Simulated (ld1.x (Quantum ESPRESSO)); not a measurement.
Before and after: RRKJ potential for Tc

Tc, norm-conserving RRKJ (Kleinman–Bylander form), made with ld1.x (Quantum ESPRESSO) 7.5 (LDA (PZ), scalar-relativistic). Core [Ar] 3d10, reference 4s2 4p6 4d5 5s1 5p1. Waves: 4s (bound): rc 1.50 bohr; 4p (bound): rc 1.20 bohr; 4d (bound): rc 1.55 bohr. Local part: the d channel. Core correction: none.

Occupied shells without a wave of their own: 5p, 5s. They enter only through the test configuration that unscreens the potential.

Change: functional PBE.

Cutoffs: the cutoffs (Ry, on a coarse ladder) from which the occupation-weighted sum of valence levels, in a spherical-Bessel basis at the reference potential, stays within 10 and 1 mRy of its value at 400 Ry; they do not see the model core or the augmentation charge, which bear on the density cutoff. Errors are all-electron minus pseudo energies relative to the spin-unpolarised reference configuration.

How do hardness, ghosts and transferability respond?

The potential gets neither clearly harder nor softer (100 Ry and 160 Ry → 100 Ry and 160 Ry); the number of tests with a reliable result goes from 9 to 7; of the 7 tests that both files solve, the error grows in 0 and shrinks in 2 by more than 15 % and 0.3 meV (median size 79.6 → 69.1 meV); neither file shows a bound ghost.

| quantity | base | changed |
| --- | --- | --- |
| cutoff, loose | 100 Ry | 100 Ry |
| cutoff, tight | 160 Ry | 160 Ry |
| bound ghosts | none | none |
| largest miss of a reference level, eV | 0.07 | 0.06 |
| error for 4s2 4p6 4d5 5s2 5p0, meV [ΔE -3.84 → -3.75 eV] | +67 | +58 |
| error for 4s2 4p6 4d5 5s1 5p0, meV [ΔE 4.59 → 4.40 eV] | +11 | +10 |
| error for 4s2 4p6 4d5 5s0 5p0, meV [ΔE 19.79 → 19.25 eV] | -84 | -72 |
| error for 4s2 4p6 4d5 5s0 5p2, meV [ΔE 4.06 → 3.96 eV] | -80 | -69 |
| error for 4s2 4p6 4d6 5s1 5p0, meV [ΔE -4.70 → -4.69 eV] | +4.6 | +3.0 |
| error for 4s1 4p6 4d5 5s2 5p0, meV [ΔE 76.13 → 76.19 eV] | +92 | +71 |
| error for 4s2 4p6 4d4 5s0 5p0, meV [ΔE 48.72 → 47.96 eV] | -120 | -102 |
| s: phases at 1.70 bohr within 0.05 rad from the reference energy up to (Ry; the scan ends near 5) | 1.8 | 1.9 |
| p: phases at 1.70 bohr within 0.05 rad from the reference energy up to (Ry; the scan ends near 5) | 4.9 | 4.9 |
| d: phases at 1.70 bohr within 0.05 rad from the reference energy up to (Ry; the scan ends near 5) | to the end of the scan | to the end of the scan |

Base: The 5p, 5s levels have no wave, so the channel is fitted at the deeper level alone: the likely source of the large errors.
